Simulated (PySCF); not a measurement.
What settings do to a single point of [Er(SH)2]+

The sound run of [Er(SH)2]+ (singlet in the valence; each metal's 4f electrons, 11 of them, lie in its core potential, out of spins and levels) uses PySCF 2.14.0, RKS PBE0, Er lcecp-1-SVP with ECP57, S def2-SVP, H def2-SVP; non-relativistic Hamiltonian with scalar-relativistic core potentials where named; density fitting; no spin-orbit coupling, grid (50, 194), threshold 1e-8 Eh and 55 cycles, at the relaxed geometry:

```xyz
5

Er   -1.4914    0.0000    0.0000
S    -0.1164    0.3772    2.0020
H     1.1047    0.2686    1.4228
S    -0.1164   -0.3772   -2.0020
H     1.1047   -0.2686   -1.4228
```

There Er1 has a Mulliken charge of 1.10 e and the dipole about the centre of mass is 3.47 D. Each run below changes one thing and starts from free metal ions and neutral atoms unless it says otherwise; with 55 cycles, smearing, a level shift and second-order steps follow where DIIS fails, and their cycles count. Energy shifts count from the sound run. On f atoms grids over 110 angular points are at least (60, 302).

```
                                                       change    outcome  cycles  energy shift (eV)  largest force component (eV/Å)  charge on Er1 (e)  dipole about the centre of mass (D)
start from a density of up to 30 smeared cycles (not counted)  converged       6             0.0000                            0.00               1.10                                 3.47
```

(1) One further run converged with energy shift (eV) -2.20, largest force component (eV/Å) 1.60, charge on Er1 (e) 1.21, dipole about the centre of mass (D) 3.53. Which change was it?
A. all coordinates × 1.12
B. cycle limit 3
C. grid (10, 14)

(2) And the other changes listed?

Unsound on purpose, so not properties of the compound: grid (10, 14).

Forces carry noise of the integration grid, about 0.01 to 0.03 eV/Å.

An lcecp potential fixes the number of 4f electrons, so in runs with it no electron can move into or out of that shell.

## Answers

(1) C.

(2) 
| change | outcome | cycles | energy shift (eV) | largest force component (eV/Å) | charge on Er1 (e) | dipole about the centre of mass (D) |
| --- | --- | --- | --- | --- | --- | --- |
| all coordinates × 1.12 | converged | 10 | 1.38 | 3.01 | 1.21 | 4.32 |
| cycle limit 3 | not converged | 3 | – | – | – | – |
